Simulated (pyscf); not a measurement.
H₂Si⁺–SiH₃, singlet

Gas-phase minimum from PySCF at ωB97X-D3(BJ)/def2-SVP, one conformer. 

```xyz
7

Si    -0.1094    -1.1700     0.8025
Si     1.0181     0.8946     0.6276
H      0.1147    -2.1209     1.9178
H     -1.0716    -1.6881    -0.1995
H      2.3254     0.4347     0.0898
H      0.2133     1.7024    -0.3153
H      1.0801     1.3916     2.0216
```
Charge +1, spin multiplicity 1.

Bond lengths (Å): Si1–Si2 2.359, Si1–H3 1.483, Si1–H4 1.483, Si2–H5 1.487, Si2–H6 1.480, Si2–H7 1.481. Bond angles (°): Si2–Si1–H3 123.0, Si2–Si1–H4 124.5, H3–Si1–H4 112.5, Si1–Si2–H5 100.2, Si1–Si2–H6 105.4, Si1–Si2–H7 104.1, H5–Si2–H6 114.6, H5–Si2–H7 114.0, H6–Si2–H7 116.1.

Properties at ωB97X-D3(BJ)/def2-SVP:

```yaml
harmonic_wavenumbers_unscaled: 30, 349, 362, 427, 608, 687, 829, 909, 917, 967, 2276, 2308, 2312, 2332, 2341 cm⁻¹
zero_point_energy: 25.2 kcal/mol
rotational_symmetry_number: 1
Entropy of this conformer at 298 K and 1 atm, rigid rotor and harmonic oscillator, modes under 100 cm⁻¹ raised to 100: 289.1 J/(mol K)
dipole_moment: depends on origin
```

Single-point totals, which compare only within one level (frozen core for MP2 and CC):

```json
[
 {"level": "ωB97X-D3(BJ)/def2-TZVP", "total energy (hartree)": "-581.72109"},
 {"level": "PBE/def2-TZVP", "total energy (hartree)": "-581.35043"},
 {"level": "r²SCAN/def2-TZVP", "total energy (hartree)": "-581.60048"},
 {"level": "B3LYP-D3(BJ)/def2-TZVP", "total energy (hartree)": "-581.72104"},
 {"level": "PBE0-D3(BJ)/def2-TZVP", "total energy (hartree)": "-581.41579"},
 {"level": "M06-2X/def2-TZVP", "total energy (hartree)": "-581.60922"},
 {"level": "ωB97M-D3(BJ)/def2-TZVP", "total energy (hartree)": "-581.74089"},
 {"level": "HF/def2-TZVPP", "total energy (hartree)": "-580.48638"},
 {"level": "MP2/def2-TZVPP", "total energy (hartree)": "-580.70980"},
 {"level": "CCSD/def2-TZVPP", "total energy (hartree)": "-580.75589"},
 {"level": "CCSD(T)/def2-TZVPP", "total energy (hartree)": "-580.76360"}
]
```

The lowest mode is so soft that the shape along it may change with the basis. Soft torsions are taken as harmonic, which can shift the entropy by several J/(mol K). The CCSD(T) − MP2 part came from Ansatz, without density fitting, on the same reference.
